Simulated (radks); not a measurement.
Results of a calculation; reference values are marked as such.
Neutral titanium inside a hard spherical wall (all orbitals vanish at R), configuration held at [Ar] 3d2 4s2 and not refilled when levels cross. Code: a radial shooting solver on a logarithmic mesh with Libxc functionals. Model: non-relativistic Kohn-Sham, r2SCAN, spin-unpolarised, spherical densities, point nucleus; meta-GGA in the generalised Kohn-Sham scheme. Eigenvalues in eV, with the zero of energy where the potential of the charges vanishes at infinity; a dash marks a level that is unbound or too diffuse for the functional's potential to be trusted. A positive occupied level is held by the wall or, in an anion where self-interaction has pushed it up, behind a barrier. The pressure on the wall is -dE/dV.

R (bohr)  E (hartree)  kinetic (hartree)    e(3s)    e(3p)   e(4s)   e(3d)  e(4p, empty)  e(5s, empty)  pressure (GPa)
free       -849.23739            848.464  -64.174  -40.088  -4.575  -4.243        -1.321             -               0
12         -849.23730            848.465  -64.164  -40.079  -4.567  -4.234        -1.297         2.449         0.00169
10         -849.23652            848.472  -64.105  -40.020  -4.522  -4.179        -1.199         3.432          0.0228
8          -849.22959            848.522  -63.781  -39.698  -4.257  -3.882        -0.716         6.290           0.306
7          -849.21477            848.606  -63.306  -39.226  -3.829  -3.451        -0.017         9.511            1.14
6          -849.17246            848.804  -62.345  -38.277  -2.846  -2.582         1.470        15.447            4.44
5          -849.04897            849.283  -60.457  -36.428  -0.487  -0.855         4.783        27.108            19.1
4          -848.65916            850.579  -56.738  -32.822   5.820   2.745        12.991        52.620            99.4
3.5        -848.17327            852.102  -53.552  -29.735  12.925   6.091        21.703        77.336             259
3          -847.15221            855.278  -48.525  -24.776  26.686  11.798        37.705        119.59             778
1.5        -814.72191            941.968   36.186   64.853  322.23  107.89        333.20        771.87           89300
